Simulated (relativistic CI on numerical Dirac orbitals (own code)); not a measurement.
Tm66+: computed level list

These numbers are calculated, not measured: Dirac-Coulomb-Breit CI, orbitals from a KLI potential per configuration, model QED (radiative potential, 1s self-energy scaled to tabulated hydrogen-like ionisation energies), unscaled Slater integrals (own radial code, finite nucleus).

CI space (outside the closed core 1s2): 2s, 2p, 3s, 3p, 3d, 4s, 4p, 4d, 4f, 5s, 5p, 5d, 5f, 5g, 6s, 6p, 6d. Levels of other configurations are missing.

The lowest level is 2s ²S1/2, with 100 % of that term; Hund's rules for 2s give ²S with J = 1/2, in agreement.

```csv
No.,Configuration,Term,J,E (10³ cm⁻¹),%,Lifetime (s),jj configuration (%)
1,2s,²S,1/2,0,100,,2s (100)
2,2p,²P°,1/2,1396,100,1.14e-10,2p1/2 (100)
3,2p,²P°,3/2,10241,100,2.54e-13,2p3/2 (100)
4,3s,²S,1/2,76631,100,4.56e-15,3s (100)
5,3p,²P°,1/2,77010,100,1.84e-15,3p1/2 (100)
6,3p,²P°,3/2,79645,100,2.47e-15,3p3/2 (100)
7,3d,²D,3/2,79742,100,7.00e-16,3d3/2 (100)
8,3d,²D,5/2,80502,100,7.68e-16,3d5/2 (100)
9,4s,²S,1/2,102923,100,6.80e-15,4s (100)
10,4p,²P°,1/2,103077,100,3.18e-15,4p1/2 (100)
11,4p,²P°,3/2,104182,100,4.05e-15,4p3/2 (100)
12,4d,²D,3/2,104223,100,1.61e-15,4d3/2 (100)
13,4d,²D,5/2,104545,100,1.78e-15,4d5/2 (100)
14,4f,²F°,5/2,104547,100,3.43e-15,4f5/2 (100)
15,4f,²F°,7/2,104703,100,3.53e-15,4f7/2 (100)
16,5s,²S,1/2,114901,100,1.08e-14,5s (100)
17,5p,²P°,1/2,114978,100,5.43e-15,5p1/2 (100)
18,5p,²P°,3/2,115541,100,6.76e-15,5p3/2 (100)
19,5d,²D,3/2,115562,100,3.07e-15,5d3/2 (100)
20,5d,²D,5/2,115727,100,3.41e-15,5d5/2 (100)
21,5f,²F°,5/2,115727,100,6.57e-15,5f5/2 (100)
22,5g,²G,7/2,115808,100,1.14e-14,5g7/2 (100)
23,5f,²F°,7/2,115808,100,6.78e-15,5f7/2 (100)
24,5g,²G,9/2,115856,100,1.15e-14,5g9/2 (100)
25,6s,²S,1/2,121333,100,1.67e-14,6s (100)
26,6p,²P°,1/2,121376,100,8.77e-15,6p1/2 (100)
27,6p,²P°,3/2,121700,100,1.08e-14,6p3/2 (100)
28,6d,²D,3/2,121712,100,5.25e-15,6d3/2 (100)
29,6d,²D,5/2,121808,100,5.83e-15,6d5/2 (100)
```

Energies count from the lowest computed level; ° marks odd parity; lifetimes are radiative, by E1, M1, E2, M2 decay to levels of this space only. Filled j subshells are mostly left out of the jj labels.

The mean weight of the leading LS term, summed over parents, in these 29 levels is 100 %, and that of the leading jj configuration (from the same eigenvectors) 100 %.

At this charge energies of transitions that change n are usually good to better than 1 %, and those within a shell (Δn = 0) to a few per cent.
